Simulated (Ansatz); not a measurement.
Ag₃Te₄⁺. Total charge 1; singlet. Geometry PBE-D4/def2-SVP, basis def2-TZVP, Ansatz.

```tsv
atom	x (Å)	y (Å)	z (Å)
Ag1	0.1520	1.4196	-1.1645
Ag2	-0.3423	-1.3816	-2.3485
Ag3	-1.5416	-0.8931	0.2481
Te4	2.1497	0.0983	0.3518
Te5	-1.7772	1.7639	0.7707
Te6	0.5889	1.3649	2.2705
Te7	0.7704	-2.3720	-0.1280
```

```csv
run,HOMO (eV),LUMO (eV)
A,-9.02,-7.73
B,-8.88,-7.82
C,-9.28,-7.50
D,-8.72,-7.75
E,-9.65,-7.15
```

In the def2 sets Ag, Te take a core potential; there is no spin–orbit coupling. HSE06 is defined as in plane-wave codes, on full-range PBE exchange. Another isomer (singlet) lies 0.42 eV lower at PBE0-D4/def2-TZVP; other spin states weren't run for this one.

**Question.** The runs used BLYP, HSE06, PBE, PBE0, r2SCAN. Estimate which is which.

**Answer.** A r2SCAN (0 % exact exchange); B PBE (0 % exact exchange); C HSE06 (range-separated); D BLYP (0 % exact exchange); E PBE0 (25 % exact exchange). Exact exchange lowers occupied and raises empty levels; among semilocal functionals meta-GGAs tend to open the gap a little, and such runs are hard to tell apart. The gap grows from 0.98 eV (BLYP) to 2.50 eV (PBE0).
